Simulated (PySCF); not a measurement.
# Rb⁺ (rubidium, charge +1) across methods

[Kr], closed-shell 1S. All numbers are calculated (PySCF 2.14, the spin-free X2C one-electron Hamiltonian (Gaussian nucleus), in ANO-RCC-VTZP (7s6p3d1f, 47 functions)).

```csv
method,E (hartree),mean ε 3d (eV),mean ε 4s (eV),mean ε 4p (eV),Σ⟨r²⟩ (bohr²),⟨S²⟩
PBE0,-2980.47,-115.76,-40.529,-23.384,31.30,0.000
UHF,-2978.90366,-131.82,-48.079,-27.473,31.44,0.000
LDA,-2976.73,-110.30,-37.724,-21.753,31.36,0.000
r2SCAN,-2980.75,-111.68,-38.676,-22.155,31.23,0.000
PBE,-2980.39,-110.00,-37.591,-21.632,31.37,0.000
M06-L,-2980.67,-111.72,-38.535,-21.999,31.13,0.000
wB97M-V,-2980.53,-117.98,-43.183,-25.783,31.43,0.000
MN15,-2982.72,-114.94,-40.813,-24.170,31.19,0.000
B97-3,-2980.53,-116.23,-40.672,-23.465,31.25,0.000
```
